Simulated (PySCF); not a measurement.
PySCF job for CH5FO2Si2, SMILES O=C(O)[Si@@H](F)[SiH3], PBE/pcSseg-1. The structure is a stationary point at PBE0-D3(BJ)/def2-SVP. The structure was generated by enumeration; whether it is a known compound was not checked. Other conformers were not sampled.

```python
import numpy as np
from pyscf import gto, scf, dft
from pyscf.prop.nmr import rks as nmr

mol = gto.M(
    atom='''
    O     1.42179768    1.61792665    0.18626848
    C     1.31150932    0.49334368   -0.23758420
    O     2.34636838   -0.31757989   -0.45099261
    Si   -0.44328749   -0.17428555   -0.62321547
    F    -0.41466608   -1.76563068   -0.97126799
    Si   -1.73594870    0.23362794    1.28458745
    H     3.15073322    0.17342468   -0.20332957
    H    -0.90971139    0.55859909   -1.83384792
    H    -3.09023547   -0.37537982    1.12186946
    H    -1.86509938    1.70886290    1.46914589
    H    -1.05876991   -0.36846028    2.47166461
    ''',
    basis='pcSseg-1',
    charge=0,
    spin=0,
    max_memory=1600,
    verbose=3,
)
mf = dft.RKS(mol, xc='pbe')
mf.grids.level = 3
mf.conv_tol = 1e-10
mf.max_cycle = 100
mf.kernel()
n = nmr.NMR(mf)
n.verbose = 2
n.max_cycle_cphf = 60
sigma = n.kernel()
print('atom   isotropic/ppm   span/ppm')
for i, s in enumerate(sigma):
    w = np.linalg.eigvalsh((s + s.T) / 2)
    print(f'{mol.atom_symbol(i):2s}{i + 1:3d} {w.mean():14.3f} {w[2] - w[0]:11.3f}')
```

Output:

```
converged SCF energy = -869.82031781299
atom   isotropic/ppm   span/ppm
O   1       -152.958     670.509
C   2         -1.433     166.685
O   3         80.000     312.715
Si  4        342.433     202.098
F   5        371.309     104.949
Si  6        446.004      12.797
H   7         24.721      13.367
H   8         25.501       7.014
H   9         27.587       8.085
H  10         27.544       8.161
H  11         27.627       7.707
```

The run converged.
